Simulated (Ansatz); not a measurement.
Input file for Ansatz (a program for electronic structure): R-wB97X-V/def2-TZVPP on H2OSeTe (SMILES O[Te][SeH]), a point of a torsion scan. Elements past Kr take the def2 small-core potentials; no spin–orbit coupling.

Ansatz 0.2 input:
```yaml
crystal:
  periodic: [false, false, false]
  atoms:
    - {symbol: O, position_ang: [-1.31103919, 0.57252471, -0.27931078]}
    - {symbol: Te, position_ang: [-0.26697648, -0.96982835, -0.95085749]}
    - {symbol: Se, position_ang: [1.68488606, -0.62490835, 0.61290032]}
    - {symbol: H, position_ang: [-1.93245304, 0.30674705, 0.39940099]}
    - {symbol: H, position_ang: [0.89535078, -0.05127575, 1.67219996]}
basis:
  gaussian:
    orbitals: def2-TZVPP
hamiltonian:
  xc: {name: wB97X-V}
scf: {lower_state_search: off}
```

It printed:

```
WARN ansatz: RAYON_NUM_THREADS=1 ignored (pool sized by the plan → 1); use --threads N
Functional definition: wB97X-V
these checks for a lower state are left out or cut short: stability, starts, cluster_reference, orbital_swaps, neighbouring_geometries, increment
integrals: 0.11 GiB planned
1089 factors; their error is unknown
integrals: 0.14 GiB planned
210 factors; integrals over basis functions are off by at most 3.9e-5 eV
mean field: 0.92 GiB planned
mean field evaluation 1: about -74712.4671 eV, gradient 4.6e1 eV
mean field evaluation 2: about -74709.2347 eV, gradient 6.4e1 eV
mean field evaluation 4: about -74716.0949 eV, gradient 1.8e0 eV
mean field evaluation 8: about -74716.1049 eV, gradient 6.6e-2 eV
mean field evaluation 16: about -74716.4302 eV, gradient 8.5e-4 eV
mean field -74716.43020614 eV, -2745.7781654604 hartree, gradient 5.8e-6 eV, S^2 0.000000; 0 other end points of the search recorded, 0 dependent functions left out
reference -74716.43020452 eV, -2745.7781654009 hartree; 34, 34 occupied and 123, 123 virtual orbitals, 1089 factors
Total energy: -74716.43020452 eV, -2745.7781654009 hartree
Checks for a lower state left out: stability, starts, cluster_reference, orbital_swaps, neighbouring_geometries, increment
```

The calculation finished and met its thresholds.

Cost: around 5 core-seconds (rough).
